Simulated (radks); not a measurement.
The numbers below are computed, except where a source is named.
Problem. These are the eigenvalues of the occupied orbitals of an atom or ion with whole-number occupations (Ry). Code: a radial shooting solver on a logarithmic mesh with Libxc functionals. Model: scalar-relativistic Kohn-Sham, PBE, spin-polarised, spherical densities, finite nucleus; Fermi nuclear charge, rms radius of each element as measured or else 0.836 A^(1/3) + 0.57 fm.

| orbital | eigenvalue |
|---|---|
| 1s down | -5269.697 |
| 1s up | -5269.697 |
| 2s up | -917.4622 |
| 2s down | -917.4517 |
| 2p up | -801.4322 |
| 2p down | -801.4239 |
| 3s up | -215.8557 |
| 3s down | -215.8526 |
| 3p up | -181.6252 |
| 3p down | -181.6217 |
| 3d up | -142.7704 |
| 3d down | -142.7634 |
| 4s up | -48.59023 |
| 4s down | -48.58088 |
| 4p up | -37.35819 |
| 4p down | -37.34951 |
| 4d up | -23.25061 |
| 4d down | -23.24019 |
| 5s up | -10.70375 |
| 5s down | -10.60971 |
| 5p up | -7.82976 |
| 5p down | -7.70934 |
| 4f up | -7.58703 |
| 4f down | -7.56636 |
| 5d up | -4.44298 |

Which element is it, and in what charge state? The configuration may be excited. Open shells, if any, are filled with parallel spins first.

Solution. Z = 75, rhenium, charge +5: Re5+ in [Xe] 4f14 5d2. The list shows which subshells hold electrons but not how many an open one holds; the 1s level, -2634.8 hartree, gives Z - s = 72.6 by -(Z - s)^2/2, which with screening and relativity narrows Z to a few neighbours, and the depths of the outer levels then fix element, charge and occupations together.
